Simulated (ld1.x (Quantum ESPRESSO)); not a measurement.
Os, RRKJ: configuration errors across variants

Os (Z = 76), norm-conserving RRKJ (Kleinman–Bylander form), made with ld1.x (Quantum ESPRESSO) 7.5 (PBE, scalar-relativistic). Core [Kr] 4d10 4f14, reference 5s2 5p6 5d6 6s0 6p0 (charge +2). Waves: 5p (bound): rc 1.75 bohr; 5d (bound): rc 1.80 bohr; 5s (bound): rc 1.00 bohr. Local part: the s channel. Core correction: a·sin(br)/r model core, default radius (core density twice the valence density).

All-electron excitation energies from the reference (eV): (1) 5s2 5p6 5d6 6s2 6p0 -26.491; (2) 5s2 5p6 5d6 6s1 6p0 -16.915; (3) 5s2 5p6 5d5 6s0 6p0 28.847; (4) 5s2 5p6 5d6 6s0 6p2 -16.037; (5) 5s2 5p6 5d4 6s0 6p0 70.325; (6) 5s2 5p6 5d5 6s2 6p1 -20.386; (7) 5s2 5p6 5d6 6s1 6p1 -21.434.

Tests that are not counted but printed errors over 1 eV. “wave 5s (bound): rc 1.00 bohr becomes 5s (bound): rc 0.72 bohr”: 5s2 5p6 5d6 6s2 6p0 (solver errors, printed error -2477 eV); 5s2 5p6 5d5 6s2 6p1 (solver errors, printed error -2327 eV); 2 more.

A true bound ghost makes a file unfit for plane-wave use even where its test errors are small: the radial tests pick states by their node count and pass the ghost by. Where a test does run into it, the solver fails or the error is huge.

Errors AE − PS in meV (a dash: test not solved or not reliable):

| change | (1) | (2) | (3) | (4) | (5) | (6) | (7) | bound ghosts |
| --- | --- | --- | --- | --- | --- | --- | --- | --- |
| base | +205 | +125 | -7.6 | +120 | -29 | +313 | +162 | none |
| wave 5s (bound): rc 1.00 bohr becomes 5s (bound): rc 0.72 bohr | – | – | -8.2 | +33 | -32 | – | – | p, s (extra level of the local part) |
| wave 5s (bound): rc 1.00 bohr becomes 5s (bound): rc 0.86 bohr | +378 | +231 | -7.7 | +109 | -29 | +519 | +251 | none |
| wave 5s (bound): rc 1.00 bohr becomes 5s (bound): rc 1.18 bohr | +432 | +264 | -7.5 | +126 | -29 | +595 | +288 | none |
| wave 5s (bound): rc 1.00 bohr becomes 5s (bound): rc 1.36 bohr | +1443 | +877 | -7.5 | +149 | -28 | +1841 | +850 | none |
| wave 5s (bound): rc 1.00 bohr becomes 5s (bound): rc 1.50 bohr | +2535 | +1537 | -7.4 | +158 | -27 | +3161 | +1457 | none |

Task: Give the same row for: wave 5s (bound): rc 1.00 bohr becomes 5s (bound): rc 0.98 bohr.

Result: +212, +130, -7.5, +120, -29, +321, +166; bound ghosts: none.
